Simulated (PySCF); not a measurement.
**Ionisation energy of O+ by level of theory**

O+ [He] 2s2 2p3 (4S) → O(2+) [He] 2s2 2p2 (3P), as a difference of total energies. All numbers are calculated (PySCF 2.14, the spin-free X2C one-electron Hamiltonian (Gaussian nucleus), in x2c-TZVPall (5s3p2d1f, 31 functions)). Correlated levels: valence: 1s2 frozen. The calculations carry no spin-orbit coupling.

```
           method  ionisation energy (eV)
              UHF                  34.573
             PBE0                  35.306
           M06-2X                  35.104
    MP2 (valence)                  35.191
SCS-MP2 (valence)                  34.939
   CCSD (valence)                  35.014
CCSD(T) (valence)                  35.021
```

Errors of the correlated levels include the incompleteness of this basis and the frozen core.

Question: Which method comes closest to the reference value, and which is furthest?

Answer: The reference is 35.121 eV (measured; NIST Atomic Spectra Database, ionization energies). Closest: M06-2X (error -0.017 eV); furthest: UHF (error -0.548 eV).
